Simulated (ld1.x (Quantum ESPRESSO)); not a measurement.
**u(r) = r·R(r): atom against pseudo-atom (Si (Z = 14))**

Columns: radius, all-electron u(r) and pseudo u(r) of the 3s shell (level -10.81 eV) of silicon in the configuration [Ne] 3s2 3p2; PBE, scalar-relativistic, PAW scheme, ld1.x (Quantum ESPRESSO) 7.5.

```csv
r (bohr),all-electron,pseudo
0.105,0.1117,0.0783
0.210,-0.1537,0.1556
0.315,-0.3133,0.2308
0.420,-0.3312,0.3031
0.525,-0.2529,0.3716
0.630,-0.1245,0.4355
0.735,0.0221,0.4942
0.840,0.1671,0.5472
0.945,0.2997,0.5941
1.050,0.4146,0.6347
1.155,0.5100,0.6688
1.260,0.5864,0.6965
1.365,0.6455,0.7178
1.470,0.6886,0.7329
1.575,0.7171,0.7420
1.680,0.7331,0.7453
1.785,0.7382,0.7431
1.890,0.7344,0.7357
1.995,0.7230,0.7232
2.100,0.7058,0.7058
2.205,0.6840,0.6840
2.310,0.6588,0.6588
2.415,0.6311,0.6311
2.520,0.6017,0.6017
2.625,0.5714,0.5714
2.730,0.5406,0.5406
```

(1) How many radial nodes do the two functions have?

(2) At about which radius was the pseudo-wave matched?

(3) Where does each function peak?

(4) Is the pseudo-wave norm-conserving?

Results:

(1) The all-electron 3s function has n − l − 1 = 2; the pseudo-wave has 0, since the states of the same l below it are removed with the core.

(2) 2.10 bohr, where the columns begin to agree (steps of 0.10 bohr).

(3) Outermost all-electron maximum near 1.78 bohr, pseudo maximum near 1.68 bohr (to the table’s step).

(4) No, it belongs to a PAW set: the norm inside the radius is not constrained, and the difference is carried by the augmentation charge.
